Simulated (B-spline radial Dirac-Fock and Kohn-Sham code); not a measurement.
Electron momentum distribution of Xe³⁸⁺: Compton profiles

System: xenon as Xe³⁸⁺, configuration [Ne] 3s2 3p4.

Calculated with a radial B-spline solver, using the impulse approximation on Dirac-Fock densities. pz is in atomic units of momentum; subshell profiles are per electron, for a selection of subshells; open shells are spread over both j values by their weights.

```csv
pz,J total,J 1s1/2,J 2s1/2,J 2p1/2,J 3p3/2
0,0.7644,0.0149,0.0523,0.0261,0.0648
0.46,0.7617,0.0149,0.0522,0.0261,0.0648
0.67,0.7586,0.0149,0.0520,0.0261,0.0648
0.98,0.7521,0.0149,0.0517,0.0261,0.0647
1.4,0.7396,0.0149,0.0512,0.0261,0.0646
2.1,0.7101,0.0149,0.0498,0.0261,0.0639
3.1,0.6527,0.0148,0.0470,0.0260,0.0611
4.5,0.5549,0.0146,0.0418,0.0259,0.0526
6.5,0.4169,0.0143,0.0330,0.0252,0.0340
9.6,0.2710,0.0137,0.0196,0.0229,0.0109
14,0.1709,0.0124,0.00729,0.0175,0.00325
20,0.09611,0.0104,0.00190,0.00994,0.00282
30,0.03784,0.00698,0.00132,0.00305,0.000971
44,0.01294,0.00359,0.000850,0.000580,0.000155
64,0.003804,0.00133,0.000283,7.83e-05,1.64e-05
93,0.0009120,0.000355,6.33e-05,8.83e-06,1.36e-06
140,0.0001594,6.55e-05,1.00e-05,< 1e-6,< 1e-6
```

J(0) = 0.7644. The 3s1/2 subshell gives the largest part, 28 %.

Mean momentum ⟨p⟩ by subshell (a.u.): 1s1/2 50.3, 2s1/2 18.2, 2p1/2 24.1, 2p3/2 22.8, 3s1/2 10.1, 3p1/2 12.0, 3p3/2 11.6.
